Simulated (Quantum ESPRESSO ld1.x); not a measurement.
Au64+, 15 electrons, occupied as [Ne] 3s2 3p3. All-electron calculation, Dirac Kohn-Sham, LDA (Slater exchange, VWN5 correlation), spin-unpolarised, spherical densities, point nucleus; open shells fill j = l - 1/2 first. Program: ld1.x of Quantum ESPRESSO 7.5. Some entries of the table are withheld. Estimate them.

| orbital | occ. | eigenvalue (hartree) | r(max) (bohr) | <r> (bohr) |
|---|---|---|---|---|
| 1s1/2 | 2 | -3158.2037 | 0.010 | (1) |
| 2s1/2 | 2 | -710.8247 | 0.060 | 0.06972 |
| 2p1/2 | 2 | -691.8244 | 0.045 | 0.05733 |
| 2p3/2 | 4 | -622.8789 | 0.051 | 0.06560 |
| 3s1/2 | 2 | (2) | 0.162 | 0.1698 |
| 3p1/2 | 2 | (3) | 0.150 | 0.1591 |
| 3p3/2 | 1 | (4) | 0.162 | 0.1714 |
| 3d3/2 | 0 | -250.6558 | (5) | 0.1465 |
| 3d5/2 | 0 | -246.3791 | (6) | 0.1503 |
| 4s1/2 | 0 | -151.3856 | (7) | 0.3174 |
| 4p1/2 | 0 | -148.4124 | 0.313 | 0.3085 |
| 4p3/2 | 0 | -141.1347 | 0.331 | 0.3253 |

Answer. 
(1) 1s1/2 <r> (bohr): 0.01687
(2) 3s1/2 eigenvalue (hartree): -285.1218
(3) 3p1/2 eigenvalue (hartree): -278.1511
(4) 3p3/2 eigenvalue (hartree): -259.7920
(5) 3d3/2 r(max) (bohr): 0.125
(6) 3d5/2 r(max) (bohr): 0.128
(7) 4s1/2 r(max) (bohr): 0.321
